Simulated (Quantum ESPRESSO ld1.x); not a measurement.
Problem. Charge is removed step by step from the 4d (averaged over the sub-levels emptied) level of the ruthenium ion Ru+, starting from [Kr] 4d7. All-electron calculation, Dirac Kohn-Sham, relativistic LDA (MacDonald-Vosko exchange, VWN5 correlation), spin-unpolarised, spherical densities, point nucleus; open shells are shared between the two j in proportion to 2j + 1. Program: ld1.x of Quantum ESPRESSO 7.5. At the starting occupation the eigenvalue is -12.812 eV. Estimate the energy to remove one whole electron from this level, the eigenvalue at the end, and how far E(n) bends from a straight line.

Solution. Delta-SCF 18.450 eV; final eigenvalue -24.391 eV; the deviation from the straight line is -1.449 eV at 0.5 electron removed, the largest on the grid computed. Slater's transition state (half an electron removed) gives 18.375 eV. Integrating minus the eigenvalue over the occupation (Janak's theorem) gives 18.450 eV. The mean slope of the eigenvalue, de/dn, is 11.6 eV per electron. Ionisation energy of Ru+ in the NIST Atomic Spectra Database: 16.8 eV (semi-empirical).

Beside tabulated values, note that spin-unpolarised runs miss the spin-polarisation part of the exchange energy of open shells.
